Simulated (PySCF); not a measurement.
Computed shifts of a molecule C3H4ClNSi, PBE0/pcSseg-1 in PySCF, GIAO, gas phase, atoms alike by connectivity averaged where their shifts nearly agree, in ppm (number of nuclei): ²⁹Si: -8.3 (1). ¹³C: 188.9 (1), 170.2 (1), 117.5 (1). ¹⁵N: 461.7 (1). ¹H: 9.04 (1), 8.40 (1), 5.87 (1), 5.62 (1). References: ³⁵Cl against HCl (σ = 945.9 ppm); ²⁹Si against TMS (σ = 352.7 ppm); ¹³C against TMS (σ = 186.3 ppm); ¹⁵N against NH3 (σ = 267.4 ppm); ¹H against TMS (σ = 31.56 ppm), references at their B3LYP-D3(BJ)/def2-TZVP geometries, non-relativistic (without spin–orbit terms, shifts of atoms bonded to Cl or Br come out too high). Geometry: PBE0-D3(BJ)/def2-SVP. The values are those of a single conformer.

Task: Which structure fits?
A. Cl[Si@H]1C=CC=N1
B. Cl[Si@@H]1C=CN=C1
C. N#C/C=C(\[SiH3])Cl
D. ClC1=CC=N[SiH2]1

Result: B, Cl[Si@@H]1C=CN=C1
